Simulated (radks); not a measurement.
Question: Neutral dysprosium: order these configurations by energy. All-electron calculation, scalar-relativistic Kohn-Sham, PBE, spin-polarised, spherical densities, finite nucleus; Fermi nuclear charge, rms radius of each element as measured or else 0.836 A^(1/3) + 0.57 fm. Program: a radial shooting solver on a logarithmic mesh with Libxc functionals. Open shells are filled with parallel spins first. [Xe] 4f10 5d1 6s1; [Xe] 4f10 6s1 6p1; [Xe] 4f10 6s2; [Xe] 4f9 5d1 6s2; [Xe] 4f9 6s2 6p1.

Answer: From the lowest, in eV above it: [Xe] 4f10 6s2 0.000; [Xe] 4f10 5d1 6s1 2.002; [Xe] 4f9 5d1 6s2 2.066; [Xe] 4f10 6s1 6p1 2.107; [Xe] 4f9 6s2 6p1 3.793.
